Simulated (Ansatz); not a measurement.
Gas-phase electronic energies from Ansatz, PBE0-D4/def2-TZVP geometries. CCSD(T)/CBS adds triple-zeta CCSD(T) − MP2 to the extrapolated MP2 energy (def2 sets, frozen cores). This one scheme is used for every species. DFT in def2-TZVPP. B3LYP here is the variant with VWN-RPA as its local correlation; programs differ in this. Triplets are unrestricted, without spin–orbit coupling. One conformer a species, not always the lowest.

Consider the formal loss of a carbene: `CC(=O)[SiH2]N` → `N[SiH2]C=O` + `[CH2]` (triplet).

```tsv
level	ΔE (kcal/mol)	difference from CCSD(T)/CBS
PBE0-D4	112.1	0.1
ωB97M-V	112.7	0.7
PBE	112.8	0.8
B3LYP	108.2	-3.8
MP2/def2-TZVPP	112.4	0.4
SCS-MP2/def2-TZVPP	112.1	0.1
HF/def2-QZVPP	76.8	-35.2
MP2/def2-QZVPP	114.0	2.0
MP2/CBS(def2)	115.2	3.2
CCSD/CBS(def2)	109.1	-2.9
CCSD(T)/CBS	112.0	0
```

Largest T1 diagnostic among the species: 0.014.

From PBE to PBE0 (25 % exact exchange), in def2-TZVPP and without D4, ΔE moves by −2.0 kcal/mol. The D4 term adds +2.4 kcal/mol with B3LYP and +1.3 kcal/mol with PBE0; it sums over pairs of atoms, weighted by their polarisabilities, and B3LYP, whose exchange is more repulsive, gets the larger term. In def2-TZVPP, CCSD(T) changes the Hartree–Fock value by +32.5 kcal/mol (the triples alone add +2.9 kcal/mol) and MP2 by +35.7 kcal/mol.
